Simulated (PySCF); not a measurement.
## Working out the ionisation energy of Cl+

Cl+ [Ne] 3s2 3p4 (3P) → Cl(2+) [Ne] 3s2 3p3 (4S). Calculation: PySCF 2.14, in dyall-acv3z (19s12p6d4f, 113 functions); the non-relativistic Hamiltonian (point nucleus). Frozen: [Ne]; the 31 highest virtual orbitals dropped. Energies in hartree (1 hartree = 27.21139 eV):

```tsv
part	Cl+ (lower)	Cl(2+) (upper)
UHF	-459.057133	-458.226833
CCSD correlation	-0.153834	-0.120181
(T)	-0.004867	-0.003660
```

What does Hartree-Fock give?

(-458.226833) − (-459.057133) = 0.830300 hartree = 22.594 eV.

What do CCSD and CCSD(T) give?

The CCSD correlation energies differ by 0.033653 hartree = 0.916 eV and the triples by 0.001207 hartree = 0.033 eV, so CCSD gives 23.510 eV and CCSD(T) 23.543 eV.

Measured between the centres of the two terms (NIST): 23.771 eV, so CCSD(T) (valence) is off by -0.228 eV.

What remains against the reference includes basis incompleteness, the frozen core and higher excitations.
